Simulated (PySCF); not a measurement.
**Germanium: highly charged ions in a basis for the neutral atom**

Ge(10+) [Ar] 3d4, Ge(11+) [Ar] 3d3. Calculation: PySCF 2.14, in Sapporo-DKH3-DZP-2012; scalar relativity by spin-free X2C-1e. No spin-orbit coupling, so a gap to NIST mixes the basis error with missing relativistic terms.

Changed run: basis of the neutral atom used for a highly charged ion. This setting is unsound on purpose.

```
species  method  sound run (hartree)  changed run (hartree)  converged
Ge(10+)     UHF              not run            -2057.36939        yes
Ge(10+)     LDA              not run            -2054.97243        yes
Ge(10+)    PBE0              not run            -2058.18564        yes
Ge(11+)     UHF              not run            -2046.80764        yes
Ge(11+)     LDA              not run            -2044.35580        yes
Ge(11+)    PBE0              not run            -2047.58513        yes
```

Ionisation energy of Ge(10+):

```tsv
method	changed run (eV)	NIST (eV)
UHF	287.40	286 ± 3
LDA	288.89	286 ± 3
PBE0	288.45	286 ± 3
```

The contracted functions were made for the neutral atom and can be too rigid for a highly charged ion.
